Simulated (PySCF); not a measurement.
These are PBE0-D4/def2-TZVP (PySCF) values and carry that method's errors. Gas-phase values, no solvent. One relaxed conformer stands for a flexible species; it need not be the lowest. Excitations are Tamm–Dancoff values on a coarser integration grid. The basis has no diffuse functions, so Rydberg states are missing or too high.

Reference species (SMILES): `CC#C[SiH2]Cl` (neutral, multiplicity 1).

```
Item                    Value
-------------------  --------
T1 excitation (TDA)   4.79 eV
S1 excitation (TDA)   5.70 eV
HOMO                 -7.98 eV
LUMO                 -0.50 eV
```

Changed species: `S=C[SiH2]Cl` (S–C–Si–Cl torsion 180°) (X = thioformyl; the reference has X = propynyl).

**Question.** Give the shifts of the T1 excitation (TDA), S1 excitation (TDA), HOMO and LUMO.

**Answer.** the T1 excitation (TDA) drops by 3.50 eV, to 1.29 eV; the S1 excitation (TDA) drops by 3.76 eV, to 1.94 eV; the HOMO rises by 1.13 eV, to -6.85 eV; the LUMO decreases by 2.65 eV, to -3.15 eV.
